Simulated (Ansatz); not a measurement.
`[CH3][GeH2][C]1=CC1`, charge 0, multiplicity 1.

(1) Give a relaxed structure at PBE0-D4/def2-TZVP (Ansatz 0.2.0). (An estimate is asked.)

Answers

(1) The calculation gave: 
Z-matrix (Å, degrees):
```
C
Ge 1 1.951
H 1 1.090 2 110.1
H 1 1.091 2 110.4 3 -120.2
H 1 1.091 2 109.9 3 119.7
C 2 1.923 1 109.6 3 -60.6
H 2 1.541 1 110.3 3 179.8
H 2 1.538 1 110.9 3 58.9
C 6 1.518 2 146.9 1 118.5
C 6 1.296 2 150.0 1 -58.9
H 9 1.090 6 119.3 2 -72.1
H 9 1.090 6 119.2 2 75.1
H 10 1.077 6 148.6 2 -1.8
```
This is one stationary point; other conformers may exist.
